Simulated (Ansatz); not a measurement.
`PB1C[SiH2]1` → B• + C• + 6 H• + P• + Si•  (atomization)

Computed with Ansatz on PBE0-D4/def2-TZVP structures; ΔE is electronic, products minus reactants. CBS: MP2 limit from def2 TZ/QZ plus the TZ coupled-cluster correction, frozen cores. This one scheme is used for every species, atoms too. Functionals use def2-TZVPP. HSE06 is defined as in plane-wave codes. No spin–orbit coupling; open shells (•) take unrestricted orbitals. Spin–orbit coupling would lower the free atoms: a little for B, C, Si. One conformer a species, not always the lowest.

```
             level  ΔE (kcal/mol)  difference from CCSD(T)/CBS
            PBE-D4          789.5                         17.9
           BLYP-D4          774.5                          2.9
         r2SCAN-D4          782.9                         11.3
            B97M-V          790.1                         18.5
        r2SCAN0-D4          773.8                          2.2
          PBE-QIDH          771.4                         -0.2
               PBE          784.3                         12.7
            r2SCAN          781.7                         10.1
           r2SCAN0          772.3                          0.7
             HSE06          776.7                          5.1
       HF/def2-SVP          568.5                       -203.1
     CCSD/def2-SVP          715.4                        -56.2
SCS-MP2/def2-TZVPP          755.7                        -15.9
    MP2/def2-QZVPP          765.9                         -5.7
SCS-MP2/def2-QZVPP          769.6                         -2.0
     MP2/CBS(def2)          774.4                          2.8
       CCSD(T)/CBS          771.6                            0
```

Largest T1 diagnostic among the species: 0.017.

Leaving LDA and LC-ωPBE aside and taking each functional with its dispersion term where it has one, the values, not all of them listed here, spread over 27.5 kcal/mol, from BHLYP-D4 to B97M-V. LDA lies +100.7 kcal/mol from PBE without D4, its usual overbinding. The D4 term adds +8.4 kcal/mol with B3LYP and +4.4 kcal/mol with PBE0; it sums over pairs of atoms, weighted by their polarisabilities, and B3LYP, whose exchange is more repulsive, gets the larger term. From r2SCAN to r2SCAN0 (25 % exact exchange), in def2-TZVPP and without D4, ΔE moves by −9.4 kcal/mol: exact exchange takes away binding that semilocal exchange gives to molecules.

B3LYP here is the variant with VWN-RPA as its local correlation; programs differ in this.

For atomizations the MP2-based limit and the directly extrapolated one differ by several kJ/mol either way, and by 10 to 25 for some Ge, Se and Sn compounds, so smaller differences from it don't rank the levels.
